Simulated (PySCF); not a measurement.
Start geometry of bibenzyl (`c1ccc(CCc2ccccc2)cc1`) from a GFN2-xTB structure with every atom displaced at random (by about 0.01 Å) (Å):
```
atom  x, y, z in Å
C1     4.606   -0.261   -0.223
C2     3.849    0.029   -1.373
C3     2.460   -0.122   -1.377
C4     1.849   -0.543   -0.229
C5     0.317   -0.673   -0.222
C6    -0.325    0.673    0.211
C7    -1.808    0.545    0.228
C8    -2.543    0.817   -0.922
C9    -3.936    0.666   -0.900
C10   -4.590    0.236    0.236
C11   -3.866   -0.035    1.380
C12   -2.477    0.121    1.377
C13    2.530   -0.798    0.909
C14    3.917   -0.654    0.926
H15    5.655   -0.132   -0.228
H16    4.358    0.377   -2.261
H17    1.917    0.100   -2.268
H18    0.001   -1.440    0.495
H19   -0.050   -0.942   -1.202
H20   -0.037    1.455   -0.480
H21    0.029    0.936    1.198
H22   -2.046    1.124   -1.822
H23   -4.491    0.885   -1.837
H24   -5.666    0.126    0.221
H25   -4.346   -0.375    2.271
H26   -1.927   -0.076    2.267
H27    2.050   -1.157    1.833
H28    4.505   -0.861    1.828
```

Q: What comes out of this run: PBE0-D3(BJ)/def2-SVP geometry optimisation, gas phase (PySCF 2.14.0)?

A: 
```
atom  x, y, z in Å
C1     4.663   -0.328   -0.334
C2     3.936   -0.083   -1.498
C3     2.554   -0.263   -1.510
C4     1.874   -0.692   -0.365
C5     0.377   -0.833   -0.365
C6    -0.337    0.464    0.047
C7    -1.833    0.321    0.052
C8    -2.583    0.574   -1.103
C9    -3.964    0.393   -1.115
C10   -4.623   -0.047    0.032
C11   -3.889   -0.303    1.190
C12   -2.508   -0.121    1.196
C13    2.617   -0.935    0.796
C14    3.999   -0.757    0.814
H15    5.747   -0.190   -0.323
H16    4.449    0.248   -2.404
H17    1.990   -0.072   -2.428
H18    0.073   -1.640    0.322
H19    0.026   -1.130   -1.367
H20   -0.036    1.270   -0.642
H21    0.017    0.762    1.047
H22   -2.073    0.924   -2.006
H23   -4.531    0.601   -2.026
H24   -5.706   -0.186    0.025
H25   -4.397   -0.644    2.096
H26   -1.938   -0.319    2.109
H27    2.102   -1.275    1.699
H28    4.561   -0.957    1.730
```

The energy falls by 7.2 kcal/mol over 7 energy and gradient evaluations, the largest force component goes from 0.0726 to 2.2e-04 Eh/bohr, and the atoms move by 0.046 Å rms after alignment. The bond that changes most is C4–C13 (substituted aromatic carbon to aromatic CH carbon), which lengthens by 0.049 Å. Bonds longer at the end by more than 0.005 Å: 17 of 29; shorter: 6. Among the angles that change most is C3–C4–C13, from 122.7° to 118.3°. Rotational constants go from 2494, 276.4, 255.1 to 2477, 269.9, 249.3 MHz. The orientation of the end geometry is arbitrary; only internal coordinates are fixed.

The run used 266 basis functions and 48 SCF cycles in all. Hardware: Intel Xeon Platinum 8488C, 2 threads, no GPU, shared host. Cost: 4.0 min wall, 9.1 min CPU, 1.8 GiB resident at most.

Stationary, but not proved a minimum. One conformer, not necessarily the lowest.
